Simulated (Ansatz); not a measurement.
Program: Ansatz. Geometries: PBE0-D4/def2-TZVP. ΔE: electronic, gas phase. CBS: MP2 limit from def2 TZ/QZ plus the TZ coupled-cluster correction, frozen cores. This one scheme is used for every species. Functionals use def2-TZVPP. For Se outer-core shells are correlated without core-valence functions, which leaves a few kJ/mol of doubt a bond. Scalar relativity is left out up to krypton. One conformer a species, not always the lowest.

Consider the formal exchange of groups at the Se–Al bond: `C[Se][AlH][F]` + `C=N` → `C[Se]C=N` + `[F][AlH2]`.

`C[Se][AlH][F]`:

```xyz
8

C     0.071   -1.379    0.386
Se    1.068   -0.301   -0.922
Al   -0.037    1.663   -0.514
F     0.397    3.003   -1.369
H     0.783   -1.784    1.101
H    -0.669   -0.774    0.909
H    -0.426   -2.184   -0.148
H    -1.188    1.757    0.556
```

`C=N`:

Cartesian coordinates in Å:
```
C 0.264 -0.191 -0.214
N -0.595 0.715 -0.043
H 0.551 -0.933 0.540
H 0.773 -0.260 -1.178
H -0.993 0.669 0.895
```

`C[Se]C=N`:

```xyz
9

C    -1.559   -0.222   -0.471
Se   -0.024    0.812   -1.061
C     1.179    0.226    0.282
N     2.364    0.647    0.319
H    -2.363   -0.003   -1.172
H    -1.865    0.081    0.529
H    -1.338   -1.287   -0.503
H     0.728   -0.490    0.981
H     2.878    0.236    1.096
```

`[F][AlH2]`:

Cartesian coordinates in Å:
```
F 1.358 -0.403 -0.732
Al -0.047 0.014 0.025
H -1.374 -0.100 -0.817
H 0.063 0.489 1.524
```

```json
{"species": "`C[Se][AlH][F]`", "B2PLYP energy (Eh)": "-2783.93661"}
{"species": "`C=N`", "B2PLYP energy (Eh)": "-94.58848"}
{"species": "`C[Se]C=N`", "B2PLYP energy (Eh)": "-2535.05959"}
{"species": "`[F][AlH2]`", "B2PLYP energy (Eh)": "-343.41532"}
```

Q: Work out ΔE.

A: ΔE = (-2535.05959) + (-343.41532) − (-2783.93661) − (-94.58848) = 0.05018 Eh = +131.7 kJ/mol. CCSD(T)/CBS gives +138.7 kJ/mol.

Largest T1 diagnostic among the species: 0.012.

Leaving LDA and LC-ωPBE aside and taking each functional with its dispersion term where it has one, the values, not all of them listed here, spread over 19.7 kJ/mol, from revPBE-D4 to BHLYP-D4. LDA lies −5.7 kJ/mol from PBE without D4. From PBE to PBE0 (25 % exact exchange), in def2-TZVPP and without D4, ΔE moves by +8.7 kJ/mol.
